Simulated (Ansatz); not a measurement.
Consider the formal exchange of groups at a C–Ga bond: `N#[C][GaH2]` + `[AlH3]` → `N#[C][AlH2]` + `[GaH3]`.

Calculated with Ansatz (gas phase, PBE0-D4/def2-TZVP geometries, no zero-point term in ΔE). CCSD(T)/CBS is the MP2 limit (def2-TZVPP, def2-QZVPP) plus CCSD(T) − MP2 in def2-TZVPP, frozen cores. This one scheme is used for every species. Functionals use def2-TZVPP. B3LYP here is the variant with VWN-RPA as its local correlation; programs differ in this. HSE06 is defined as in plane-wave codes. For Ga outer-core shells are correlated without core-valence functions, which leaves a few kJ/mol of doubt a bond. Scalar relativity is left out up to krypton.

`N#[C][GaH2]`:

Cartesian coordinates in Å:
```
N -2.004 1.041 0.703
C -1.026 0.534 0.360
Ga 0.625 -0.325 -0.219
H 1.288 -1.288 0.803
H 1.118 0.037 -1.647
```

`[AlH3]`:

Cartesian coordinates in Å:
```
Al 0.000 0.000 0.000
H -0.013 -0.238 -1.568
H -0.933 1.110 0.641
H 0.947 -0.872 0.927
```

`N#[C][AlH2]`:

```xyz
5

N     0.794    2.212    0.317
C     0.407    1.135    0.162
Al   -0.241   -0.672   -0.096
H    -1.524   -1.092    0.711
H     0.564   -1.583   -1.094
```

`[GaH3]`:

Z-matrix (Å, degrees):
```
Ga
H 1 1.568
H 1 1.568 2 120.0
H 1 1.568 2 120.0 3 -179.9
```

```csv
level,ΔE (kJ/mol),difference from CCSD(T)/CBS
B97M-V,-22.3,-3.6
PBE0-D4,-20.1,-1.4
HSE06-D4,-20.0,-1.3
B2PLYP,-20.5,-1.8
revPBE,-21.1,-2.4
r2SCAN,-22.9,-4.2
PBE0,-20.5,-1.8
B3LYP,-22.2,-3.5
HSE06,-20.5,-1.8
LC-ωPBE,-19.5,-0.8
RPA@PBE/def2-TZVPP,-16.4,2.3
HF/def2-SVP,-19.2,-0.5
CCSD/def2-SVP,-18.4,0.3
HF/def2-TZVPP,-18.7,0.0
SCS-MP2/def2-TZVPP,-16.8,1.9
CCSD/def2-TZVPP,-17.3,1.4
CCSD(T)/CBS,-18.7,0
```

Problem. What do rigid-rotor, harmonic-oscillator terms from PBE0-D4/def2-TZVP frequencies (298.15 K, 1 bar) make of the CCSD(T)/CBS value? (Best estimate.)

Solution. Computed: ΔZPE = +0.5 kJ/mol, ΔH = -18.4 kJ/mol, ΔS = 1 J/(mol·K), ΔG = -18.5 kJ/mol.

Largest T1 diagnostic among the species: 0.014.

Leaving LDA and LC-ωPBE aside and taking each functional with its dispersion term where it has one, the values, not all of them listed here, spread over 4.1 kJ/mol, from r2SCAN-D4 to PBE-QIDH.
